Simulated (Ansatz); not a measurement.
A structure relaxed at PBE0-D4/def2-TZVP, charge 0, multiplicity 1:

```
atom    x (Å)    y (Å)    z (Å)
  C1   0.6638   2.6224  -0.3133
  C2   0.5944   1.3608  -0.7072
  C3   0.9345   0.1831   0.1559
  N4  -0.0229  -0.9056   0.0790
 Si5   0.3368  -2.2673  -0.9297
  C6  -1.2313  -0.7720   0.7391
  C7  -1.6612   0.2744   1.4465
  H8   0.9482   2.8833   0.7020
  H9   0.4398   3.4415  -0.9861
 H10   0.2938   1.1255  -1.7260
 H11   1.9106  -0.2109  -0.1551
 H12   1.0448   0.5001   1.2000
 H13  -0.6689  -3.3175  -0.6375
 H14   0.2918  -1.9361  -2.3821
 H15   1.7139  -2.7399  -0.6265
 H16  -1.8625  -1.6532   0.6600
 H17  -2.6207   0.2151   1.9409
 H18  -1.1048   1.1963   1.5401
```

(1) Give its formula and SMILES.

(2) Point group (tolerance 0.08 Å, 0.16 Å for H)?

(3) Summarise the bond lengths by kind.

Results:

(1) C5H11NSi, `C=CCN([SiH3])C=C`.

(2) C1.

(3) 3 × C–C 1.323 to 1.499 Å; 8 × C–H 1.081 to 1.098 Å; 2 × C–N 1.383 to 1.452 Å; 1 × N–Si 1.732 Å; 3 × H–Si 1.483 to 1.490 Å.

Results of the Gaussian-basis code of Ansatz.
